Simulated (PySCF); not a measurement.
## Potential energy of ReC along the bond

Set-up: PySCF, scalar-relativistic core potentials, basis sets Re def2-TZVPP with ECP60, C def2-TZVPP. Energies in eV from Re (5d5 6s2) + C in their ground configurations at the same level. All curves are PBE0. state 1: ⁴Σ⁻ (quartet), unpaired electrons σ ↑, δ ↑↑; state 2: Ms = 0.5 determinant of mixed spin (⟨S²⟩ near 1.8), unpaired electrons σ ↓, δ ↑↑, a second solution, started from another occupation; state 3: quartet, unpaired electrons π ↑, δ ↑↑, a second solution, started from another occupation; state 4: sextet, unpaired electrons σ ↑, π ↑↑, δ ↑↑, a mixture of terms (⟨Lz²⟩ = 2.0), a second solution, started from another occupation.

```json
{"R (Å)": "1.454", "state 1": "-3.832", "state 2": "-3.071", "state 3": "0.226", "state 4": "1.348"}
{"R (Å)": "1.522", "state 1": "-4.890", "state 2": "-4.065", "state 3": "-1.401", "state 4": "-0.378"}
{"R (Å)": "1.589", "state 1": "-5.466", "state 2": "-4.565", "state 3": "-2.470", "state 4": "-1.553"}
{"R (Å)": "1.640", "state 1": "-5.664", "state 2": "-4.696", "state 3": "-2.987", "state 4": "-2.156"}
{"R (Å)": "1.691", "state 1": "-5.712", "state 2": "-4.670", "state 3": "-3.309", "state 4": "-2.572"}
{"R (Å)": "1.742", "state 1": "-5.648", "state 2": "-4.525", "state 3": "-3.477", "state 4": "-2.840"}
{"R (Å)": "1.809", "state 1": "-5.439", "state 2": "-4.203", "state 3": "-3.516", "state 4": "-3.022"}
{"R (Å)": "1.894", "state 1": "-5.060", "state 2": "-3.698", "state 3": "-3.359", "state 4": "-3.051"}
{"R (Å)": "1.995", "state 1": "-4.535", "state 2": "-3.073", "state 3": "-3.002", "state 4": "-2.905"}
{"R (Å)": "2.131", "state 1": "-3.837", "state 2": "-2.288", "state 3": "-2.434", "state 4": "-2.558"}
```

Task: Put a parabola through the three lowest points of the state 1 curve and estimate Re, k and ωe (reduced mass 11.28 u; 1 eV/Å² = 0.16022 mdyn/Å; ωe = 1302.8·√(k/μ) cm⁻¹).

Result: Through R = 1.64, 1.691, 1.742 Å the second-order coefficient is 21.5 eV/Å², so Re ≈ 1.687 Å, k ≈ 6.90 mdyn/Å and ωe ≈ 1019 cm⁻¹. A polynomial fit of higher order to the unrounded PBE0 energies gives Re = 1.685 Å, k = 7.24 mdyn/Å, ωe = 1044 cm⁻¹; anharmonicity and rounding make the difference.

The higher-order fit for each curve: state 1: Re = 1.685 Å, ωe = 1044 cm⁻¹, De = 5.71 eV; state 2: Re = 1.656 Å, ωe = 1168 cm⁻¹, minimum 4.70 eV below the ground-state fragments; state 3: Re = 1.789 Å, ωe = 940 cm⁻¹, minimum 3.52 eV below the ground-state fragments; state 4: Re = 1.864 Å, ωe = 749 cm⁻¹, minimum 3.06 eV below the ground-state fragments.

The metal atom is held in its measured ground configuration; semilocal functionals can put another filling of s and d lower by some tenths of an eV, and De to that atom would be smaller. ⟨S²⟩ of the unrestricted solution departs from its pure value on part of the curve, where spin states mix. These are scalar-relativistic numbers at best; spin–orbit coupling would shift them, the dissociation energy most. With d or f electrons several states lie close, and the lowest PBE0 determinant need not be the measured ground state.
